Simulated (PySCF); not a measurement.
Bonds (- single, = double, # triple, : aromatic): C1#C2 1.219 Å, C2-C3 1.359 Å, C3#C4 1.230 Å, C4-C5 1.349 Å, C5#C6 1.232 Å, C6-C7 1.350 Å, C7#C8 1.227 Å, C8-C9 1.366 Å, C9#N10 1.165 Å. C1 carries H11.

[PySCF: geometry: PBE0-D3(BJ)/def2-SVP; σ from GIAO-B3LYP/pcSseg-1; no solvent; one conformer; relativity neglected]

Shifts are taken against calculated references (same method and geometry level): ¹³C (σ = 179.24 ppm) and ¹H (σ = 31.38 ppm) vs TMS; ¹⁵N (σ = 263.54 ppm) vs NH3.

| atoms | nucleus | count | δ (ppm) |
| --- | --- | --- | --- |
| C8 | ¹³C | 1 | 49.8 |
| C4 | ¹³C | 1 | ? |
| C7 | ¹³C | 1 | 68.4 |
| C2 | ¹³C | 1 | 71.5 |
| C1 | ¹³C | 1 | ? |
| N10 | ¹⁵N | 1 | 313.1 |
| C9 | ¹³C | 1 | 110.1 |
| H11 | ¹H | 1 | 1.70 |
| C5 | ¹³C | 1 | ? |
| C3 | ¹³C | 1 | 65.4 |
| C6 | ¹³C | 1 | 61.2 |

Task: Fill in the missing shifts.

Result: 
- C1: 70.1 ppm, terminal alkyne carbon; the triple bond shields along its axis, which puts it between sp3 and sp2 carbons
- C5: 67.4 ppm, alkyne carbon; sp carbons lie upfield of alkene carbons because the cylindrical π system leaves one tensor component strongly shielded
- C4: 62.4 ppm, alkyne carbon; the triple bond shields along its axis, which puts it between sp3 and sp2 carbons

Shifts are as computed. Against solution values, carbons near 30 ppm lie about +2 ppm off and those near 130 ppm about +6 ppm. Of 1211 compounds with measured shifts, 218 miss one by over three times the rms of a fit or turn the order of signals round; such compounds aren't used in these exercises. Experimental scales use liquid or dissolved standards, which lie at an offset from isolated NH3 (liquid NH3: subtract about 20 ppm). Unscaled 15N shifts of sp2 nitrogen come out 20 to 40 ppm too high even then.
